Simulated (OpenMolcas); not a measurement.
A run on V2+ with 4 ligands (water) in square-planar coordination (D2h) at 2.11 Å. Ligand basis ANO-RCC-VDZP.
```
V     0.0000    0.0000    0.0000
O     2.1100    0.0000    0.0000
H     2.6870    0.7797    0.0000
H     2.6870   -0.7797    0.0000
O     0.0000    2.1100    0.0000
H     0.0000    2.6870    0.7797
H     0.0000    2.6870   -0.7797
O    -2.1100    0.0000    0.0000
H    -2.6870    0.7797    0.0000
H    -2.6870   -0.7797    0.0000
O     0.0000   -2.1100    0.0000
H     0.0000   -2.6870    0.7797
H     0.0000   -2.6870   -0.7797
```

* Program: OpenMolcas 26.06
* Method: CASSCF
* Basis: ANO-RCC-VDZP [5s4p2d1f]
* Scalar Hamiltonian: DKH2, point nucleus
* Active space: 3 electrons in 5 orbitals (3d)
* State averaging: 2S+1 = 4 even, 10 roots; 2S+1 = 2 even, 40 roots
* Spin-orbit coupling: state interaction with AMFI integrals over the reference wave functions

130 basis functions. Blocks (2S+1, parity, CSFs, roots kept): 4, even, 10, 10; 2, even, 40, 40.

Task: How long do the RASSCF and RASSI steps take on 1 thread of Arm Neoverse V1, with other jobs on the host?

Result: About 22 s of wall time, without the integral step.
